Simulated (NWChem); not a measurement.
System: C₂H₃FO₂Si; SMILES O[Si@]1(F)C=CO1

The following NWChem deck was run.

```
start job
memory heap 200 mb stack 900 mb global 1100 mb
geometry units angstroms noautoz
  O     -1.188531    -1.445624     0.026025
  Si     0.029607    -0.357254     0.048598
  F      1.353009    -1.249748    -0.106550
  C      0.066224     1.161177     1.060536
  C      0.011341     1.774552    -0.142638
  O     -0.039923     0.867367    -1.172648
  H     -2.084901    -1.116216     0.138912
  H      0.122087     1.595796     2.054408
  H      0.000559     2.834317    -0.424626
end
basis spherical
  O library 6-31g*
  Si library 6-31g*
  F library 6-31g*
  C library 6-31g*
  H library 6-31g*
end
dft
  xc xpbe96 cpbe96
  iterations 150
  mulliken
end
task dft energy
```

The geometry was optimised at PBE0/def2-SVP.

**Question.** What results follow from this input? (PBE/6-31G* (spherical d).) Quantities: energy (Ha); highest occupied level (eV); orbital gap (eV); dipole (D).

**Answer.** energy (Ha): -617.37
highest occupied level (eV): -5.60
orbital gap (eV): 4.45
dipole (D): 2.97
